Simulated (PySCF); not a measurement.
SMILES C[SiH](C)[Al]([OH])[OH], singlet (GFN2-xTB optimised geometry):

```
15

Si    -0.758    -0.929     0.014
C     -2.192    -0.990     1.281
C      0.480    -2.307     0.492
Al     0.323     1.233     0.000
O     -0.693     2.537     0.000
O      1.977     1.233     0.000
H     -1.355    -1.369    -1.278
H     -1.831    -0.816     2.291
H     -2.924    -0.218     1.061
H     -2.708    -1.945     1.273
H      0.018    -3.289     0.506
H      0.905    -2.126     1.476
H      1.302    -2.338    -0.216
H     -1.269     3.289     0.000
H      2.924     1.225     0.002
```

Computed with CAM-B3LYP/def2-TZVP in PySCF.

Task: What are the frontier orbital energies and the dipole moment?

Result: HOMO-2 -9.93 eV, HOMO-1 -9.63 eV, HOMO -8.41 eV, LUMO 0.54 eV, LUMO+1 0.96 eV; dipole moment 1.54 D.

On the same geometry PBE/def2-TZVP run with PySCF gives HOMO-2 -7.20 eV, HOMO-1 -6.94 eV, HOMO -5.99 eV, LUMO -1.18 eV, LUMO+1 -0.71 eV; dipole moment 1.37 D.

Meta-Löwdin charges at CAM-B3LYP/def2-TZVP: Si1 0.45, C2 -0.58, C3 -0.58, Al4 0.97, O5 -0.79, O6 -0.79, H7 -0.11, H8 0.11, H9 0.12, H10 0.12, H11 0.12, H12 0.12, H13 0.12, H14 0.37, H15 0.37.
